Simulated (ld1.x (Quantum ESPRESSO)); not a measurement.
## nickel (Ni): variants of one TM semilocal potential

Base potential:

```
Element                 : nickel (Ni)
Generator               : ld1.x (Quantum ESPRESSO) 7.5
Type                    : norm-conserving Troullier–Martins (semilocal form)
Functional              : LDA (PZ)
Relativity              : scalar-relativistic
Frozen core             : [Ar]
Valence charge          : 10
Reference configuration : 3d8 4s1.5 4p0 (charge +0.5)
Partial waves           : 4p (bound, empty): rc 3.10 bohr; 3d (bound): rc 1.20 bohr; 4s (bound): rc 2.10 bohr
Local potential         : the s channel
Core correction         : none
```

Cutoffs, loose and tight: the cutoffs (Ry, on a coarse ladder) from which the occupation-weighted sum of valence levels, in a spherical-Bessel basis at the reference potential, stays within 10 and 1 mRy of its value at 400 Ry. They do not see the model core or the augmentation charge, which bear on the density cutoff. Test errors are all-electron minus pseudo excitation energies from the reference, over the configurations 3d8 4s2 4p0; 3d8 4s1 4p0; 3d8 4s0 4p0; 3d7 4s2 4p1; 3d9 4s0 4p0; 3d7 4s0 4p0; 3d8 4s0 4p1 (two spin-polarised tests are not counted in the largest error). A dash means not determined; rows that change the core or the reference have their own tests.

A semilocal file is local in each channel, so a ghost entry of none says nothing of the separable form that plane-wave codes build from it.

| change | outcome | cutoff, loose | cutoff, tight | bound ghosts | largest test error (meV) |
| --- | --- | --- | --- | --- | --- |
| base | generated | 160 Ry | 300 Ry | none | -208 |
| all radii scaled by about 1.07 (s 2.26, p 3.32, d 1.28 bohr) | generated | 160 Ry | 260 Ry | none | -192 |
| all radii scaled by about 1.15 (s 2.42, p 3.58, d 1.38 bohr) | generated | 140 Ry | 230 Ry | none | -163 |
| all radii scaled by about 1.22 (s 2.56, p 3.78, d 1.46 bohr) | generated | 140 Ry | 230 Ry | none | -136 |
| all radii scaled by about 1.28 (s 2.70, p 3.98, d 1.54 bohr) | generated | 110 Ry | 200 Ry | none | -209 |
| all radii scaled by about 1.37 (s 2.86, p 4.24, d 1.64 bohr) | generated | 110 Ry | 180 Ry | none | -292 |

(1) What comes out with this change to the base: all radii scaled by about 0.93 (s 1.96, p 2.88, d 1.12 bohr)?

(2) What comes out with this change to the base: all radii scaled by about 0.86 (s 1.80, p 2.66, d 1.04 bohr)?

(3) What comes out with this change to the base: all radii scaled by about 0.77 (s 1.62, p 2.38, d 0.92 bohr)?

Answers

(1) outcome: generated; cutoff, loose: 180 Ry; cutoff, tight: 300 Ry; bound ghosts: none; largest test error (meV): -215.

(2) outcome: generated; cutoff, loose: 200 Ry; cutoff, tight: 300 Ry; bound ghosts: none; largest test error (meV): -213.

(3) outcome: generated; cutoff, loose: 230 Ry; cutoff, tight: 300 Ry; bound ghosts: none; largest test error (meV): -187.

Reading the sweep of the scale of all radii (base = 1) (base included, trends over the rows without a ghost): The loose cutoff falls from 230 Ry at 0.77 to 110 Ry at 1.37. A larger radius leaves more room for a smooth pseudo-wave, so fewer plane waves are needed; a smaller one forces it to follow the all-electron wave where it bends sharply. The median size of the test errors (rows with all tests solved) is not monotonic: lowest 2.9 meV at 0.86, highest 14.7 meV at 1.22.
